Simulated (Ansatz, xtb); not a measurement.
Species: CSe2, charge 0, multiplicity 1. 
Structure (B3LYP-D3(BJ)/def2-TZVP (Ansatz, a program for electronic structure) minimum search):
```xyz
3

Se     0.0000     0.0000    -1.6965
C      0.0000     0.0000     0.0000
Se     0.0000     0.0000     1.6965
```
Charge 0, spin multiplicity 1.

Harmonic wavenumbers from GFN2-xTB (xtb, at its own minimum), cm⁻¹: 243, 243, 392, 1369.

Q: Give the harmonic wavenumbers at B3LYP-D3(BJ)/def2-TZVP (Ansatz, finite differences of forces, unscaled).

A: 323, 323, 381, 1324 cm⁻¹. Zero-point energy 3.4 kcal/mol.

Q: From these and the geometry, give the ideal-gas thermochemistry at 298.15 K and 1 atm (rigid rotor, harmonic oscillator).

A: Point group D∞h, rotational symmetry number 2. Rotational constants 1.112, 1.112 GHz. S(trans) 41.30, S(rot) 17.76, S(vib) 3.65, S(elec, spin only) 0.00, S 62.7 cal/(mol K). H(298) - H(0) 2.78 kcal/mol; G - E(el) -12.6 kcal/mol.
